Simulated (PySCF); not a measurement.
## Shapes and spin states of TaN₂

Computed with PySCF, PBE0, basis Ta def2-TZVP with ECP60, N def2-TZVP (scalar-relativistic core potentials, no spin–orbit coupling, density fitting).

Relaxations began from a few typed shapes and spin states; open shells are unrestricted. The search is not exhaustive: other isomers or separated fragments can lie lower, and high-lying points may rest on an excited occupation.

**Question.** Order these stationary points by electronic energy, lowest first, in kJ/mol from the lowest minimum.
A. quartet C2v: Ta–N 1.812 Å (×2); N–Ta–N 109.9°
B. quartet D∞h: Ta–N 1.834 Å (×2); N–Ta–N 180.0°
C. quartet C2v: N–N 1.210 Å, Ta–N 2.033 Å (×2); N–N–Ta 72.7° (×2), N–Ta–N 34.6°
D. doublet C2v: Ta–N 1.747 Å (×2); N–Ta–N 99.1°
E. doublet (⟨S²⟩ 1.01) C2v: N–N 1.232 Å, Ta–N 1.964 Å (×2); N–N–Ta 71.7° (×2), N–Ta–N 36.5°
F. quartet Cs: Ta–N 1.705 Å, Ta–N 1.969 Å; N–Ta–N 98.7°

**Answer.** E (0.0), C (22.9), D (52.4), F (150.9), A (182.6), B (356.1).

**Question.** Which of them are minima?

**Answer.** By energy in kJ/mol, 0.0: minimum; 22.9: minimum; 52.4: minimum; 150.9: minimum; 182.6: minimum; 356.1: saddle point, 2 imaginary modes.

For the lowest minimum: the determinant is spin-contaminated (⟨S²⟩ = 1.01, pure value 0.75). Other spin states or occupations of the open shell can lie lower. Spin–orbit coupling, left out here, can matter for elements this heavy.

The electron or spin density has lower symmetry than the nuclear frame for the quartet D∞h at 356.1 kJ/mol.
